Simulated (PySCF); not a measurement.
Ge(H)2 cation (GeH₂), SMILES [GeH2] (connectivity only; charge and spin as stated), charge +1, multiplicity 2.

Geometry optimised at ωB97X-D3(BJ)/def2-TZVPD. The multiplicity is an assumed one; other spin states were not compared. The isomer is the one that the SMILES or the coordinates give; other isomers of the formula were not compared.

The numbers are results of PySCF 2.14.0 with ωB97X-D3(BJ)/def2-TZVPD, not measurements.

Frequencies are harmonic and unscaled.

| mode | ν (cm⁻¹) | IR (km/mol) | moving atoms (share of kinetic energy) |
|---|---|---|---|
| 1 | 840 | 18.1 | H 98 % |
| 2 | 2078 | 0.4 | H 99 % |
| 3 | 2159 | 0.4 | H 98 % |
